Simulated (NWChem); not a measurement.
System: BHOF2; SMILES B(O)(F)F

```xyz
5

B     -0.0234    -0.0085     0.0000
F      1.2972    -0.1393     0.0000
F     -0.7587    -1.1014     0.0000
O     -0.6196     1.1941     0.0000
H      0.0077     1.9240     0.0000
```
Atoms are numbered in this order, from 1.

Geometry: optimised at PBE0/def2-SVP.

**Question.** Give the principal values of the shielding tensors (ppm) of B1, F2, F3, O4 from LDA (Slater exchange, VWN5)/pcSseg-1, GIAO (NWChem), with their diamagnetic and paramagnetic parts as GIAO splits them.

**Answer.** 
```
atom    σ11    σ22    σ33  isotropic  diamagnetic  paramagnetic
----  -----  -----  -----  ---------  -----------  ------------
B1     67.2   74.1   94.7       78.7        198.4        -119.8
F2    153.9  339.3  354.1      282.4        469.3        -186.9
F3    166.5  339.5  373.7      293.2        468.7        -175.5
O4    143.2  279.7  289.3      237.4        387.5        -150.1
```
